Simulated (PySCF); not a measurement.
Planning a shielding job on `CS(=O)(=O)OCC[SiH3]`.

Method: GIAO PBE0/pcSseg-1 NMR shielding, non-relativistic, gas phase (PySCF 2.14.0, density-fitted response routines). Geometry: GFN2-xTB. Work: shieldings, charges and field gradients, density and orbital grids written, density fitting. A driver script takes a list of jobs; this job's settings line and coordinates (Å) are shown.

Command:
```bash
OMP_NUM_THREADS=1 python probes_run.py task.json out
```

Input:
```
{"job": {"kind": "nmr", "xc": "PBE0", "basis": "pcSseg-1"}, "charge": 0, "multiplicity": 1}
C     -3.274218    -0.114561     0.484853
S     -1.696177    -0.190695    -0.367897
O     -1.579770    -1.452049    -1.029173
O     -1.483651     0.990725    -1.146646
O     -0.744132    -0.136193     0.929434
C      0.546710     0.416641     0.687904
C      1.393279    -0.489752    -0.181691
Si     3.112418     0.232021    -0.535689
H     -3.340938     0.848672     0.969641
H     -3.281124    -0.922089     1.202827
H     -4.059173    -0.239083    -0.248891
H      0.405601     1.388758     0.204394
H      0.987448     0.560553     1.677604
H      1.474604    -1.463891     0.303186
H      0.854617    -0.652715    -1.116037
H      3.862229    -0.719578    -1.355671
H      2.993302     1.517200    -1.223653
H      3.820217     0.432355     0.733847
```

Hardware: one thread of an Arm Neoverse N1 (shared host). PySCF's memory limit was set to 1040 MB.

**Question.** How large is the basis?

**Answer.** 200 functions for 82 electrons, with 1086 fitting functions; the fitted three-index integrals, 1086 × 200 × 201/2 numbers of 8 bytes, come to 170 MiB.

**Question.** What wall time should be expected on this hardware?

**Answer.** About 79 s. The SCF took 14 cycles.

**Question.** How much memory does it need at the peak?

**Answer.** About 0.90 GiB. Peak memory is the resident size of the whole Python process, interpreter and libraries included.

**Question.** At this speed, how long would 100 such jobs take on 64 cores, one job a core?

**Answer.** 100/64 gives 2 rounds of 79 s, about 2.6 min of wall time and 2.2 core-hours, if the jobs don't slow each other.

The SCF part of the output:
```
coarse grid: 15968 points
cycle   1  E = -1032.5767807371  dE =  1.677e+00  |g| = 1.194e+00  |ddm| = 3.932e+00
cycle   2  E = -1032.1146203125  dE =  4.622e-01  |g| = 2.007e+00  |ddm| = 2.335e+00
cycle   3  E = -1032.8192518307  dE = -7.046e-01  |g| = 2.411e-01  |ddm| = 1.624e+00
cycle   4  E = -1032.8294588506  dE = -1.021e-02  |g| = 9.218e-02  |ddm| = 2.357e-01
cycle   5  E = -1032.8307784634  dE = -1.320e-03  |g| = 2.702e-02  |ddm| = 6.690e-02
cycle   6  E = -1032.8309327009  dE = -1.542e-04  |g| = 4.667e-03  |ddm| = 2.145e-02
cycle   7  E = -1032.8309371547  dE = -4.454e-06  |g| = 1.543e-03  |ddm| = 4.830e-03
final grid: 144640 points
cycle   8  E = -1032.9113552518  dE = -2.773e-05  |g| = 1.279e-02  |ddm| = 2.568e-02
cycle   9  E = -1032.9113263785  dE =  2.887e-05  |g| = 1.762e-02  |ddm| = 2.153e-02
cycle  10  E = -1032.9113870195  dE = -6.064e-05  |g| = 1.709e-03  |ddm| = 1.278e-02
cycle  11  E = -1032.9113875220  dE = -5.025e-07  |g| = 3.294e-04  |ddm| = 1.403e-03
cycle  12  E = -1032.9113875370  dE = -1.499e-08  |g| = 1.924e-04  |ddm| = 3.571e-04
cycle  13  E = -1032.9113875435  dE = -6.511e-09  |g| = 3.192e-05  |ddm| = 1.509e-04
cycle  14  E = -1032.9113875437  dE = -1.914e-10  |g| = 9.697e-06  |ddm| = 3.120e-05
converged SCF energy = -1032.9113875437
```

On the final grid dE counts from the start density on that grid.

Other jobs ran on the host; a repeat could differ by tens of per cent or more.
